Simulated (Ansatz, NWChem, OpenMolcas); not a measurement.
# C2H2Cl2Si (SMILES C#C[SiH](Cl)Cl): methods side by side

C2H2Cl2Si: 7 atoms, total charge 0, spin state singlet. SMILES: `C#C[SiH](Cl)Cl`. The shape is that of a PBE0-D4/def2-TZVP optimisation.

Quantity: the vertical ionisation energy (to the doublet cation), in eV. The values are calculated.

```json
{"level": "HF/def2-SVP", "kind": "Hartree–Fock", "program": "OpenMolcas", "value (eV)": "10.10", "less CCSD(T)/def2-SVP": "-1.01", "CPU time (all runs)": "35 s"}
{"level": "PBE/def2-SVP", "kind": "GGA", "program": "OpenMolcas", "value (eV)": "10.33", "less CCSD(T)/def2-SVP": "-0.78", "CPU time (all runs)": "87 s"}
{"level": "TPSS/def2-SVP", "kind": "meta-GGA", "program": "OpenMolcas", "value (eV)": "10.39", "less CCSD(T)/def2-SVP": "-0.72", "CPU time (all runs)": "1.9 min"}
{"level": "BHLYP/def2-SVP", "kind": "global hybrid", "program": "Ansatz", "value (eV)": "10.97", "less CCSD(T)/def2-SVP": "-0.14", "CPU time (all runs)": "50 s"}
{"level": "PBE0/def2-SVP", "kind": "global hybrid", "program": "NWChem", "value (eV)": "10.84", "less CCSD(T)/def2-SVP": "-0.27", "CPU time (all runs)": "2.3 min"}
{"level": "HSE06/def2-SVP", "kind": "range-separated hybrid", "program": "Ansatz", "value (eV)": "10.81", "less CCSD(T)/def2-SVP": "-0.30", "CPU time (all runs)": "82 s"}
{"level": "B2PLYP/def2-SVP", "kind": "double hybrid", "program": "Ansatz", "value (eV)": "11.04", "less CCSD(T)/def2-SVP": "-0.07", "CPU time (all runs)": "72 s"}
{"level": "RPA@PBE0/def2-SVP", "kind": "RPA", "program": "Ansatz", "value (eV)": "10.69", "less CCSD(T)/def2-SVP": "-0.42", "CPU time (all runs)": "96 s"}
{"level": "CCSD(T)/def2-SVP, open shells restricted", "kind": "coupled cluster or CI", "program": "OpenMolcas", "value (eV)": "11.11", "less CCSD(T)/def2-SVP": "0.00", "CPU time (all runs)": "2.7 min"}
```

Differences are taken from CCSD(T)/def2-SVP, open shells restricted for orientation; it has basis-set and higher-order errors of its own. The values span 10.10 to 11.11 eV. The second state's dipole differs much between rows, so they may not all be the same state. Times are those of the runs behind each value, whatever else they computed, on shared processors of several kinds: orders of magnitude only.
